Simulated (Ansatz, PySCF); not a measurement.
CHBrClF, SMILES F[C@@H](Br)Cl. Atoms are numbered in the order given.

```xyz
5

C     -0.5935    -0.5157     0.3294
F     -0.9117    -1.5905    -0.4015
Cl    -1.7769     0.7798     0.0572
Br     1.2270     0.0572    -0.1144
H     -0.5931    -0.7675     1.3968
```

Coordinates come from a B3LYP-D3(BJ)/def2-SVP optimisation.

Two levels are set side by side: PBE-D3(BJ)/def2-SVP (Ansatz, a first-principles code) and B3LYP-D3(BJ)/def2-SVP (PySCF). Each level has its own optimised geometry; the coordinates shown are those of the second. Frequencies come from the Hessian of PySCF at each geometry. Differences are taken from unrounded values.

| quantity | B3LYP-D3(BJ) | PBE-D3(BJ) | PBE-D3(BJ) minus B3LYP-D3(BJ) |
|---|---|---|---|
| mean bond length (Å) | 1.542 | 1.549 | 0.006 |
| bond C1–F2 (Å) | 1.338 | 1.344 | 0.006 |
| bond C1–Cl3 (Å) | 1.776 | 1.779 | 0.003 |
| bond C1–Br4 (Å) | 1.959 | 1.966 | 0.007 |
| bond C1–H5 (Å) | 1.097 | 1.107 | 0.010 |
| highest harmonic wavenumber (cm⁻¹) | 3146 | 3062 | -84 |
| mean harmonic wavenumber (cm⁻¹) | 1021 | 989 | -32 |
| zero-point energy (kcal/mol) | 13.13 | 12.72 | -0.41 |

Exact exchange shortens and stiffens bonds; PBE has none. Differences between two approximate levels are no errors against the true value.
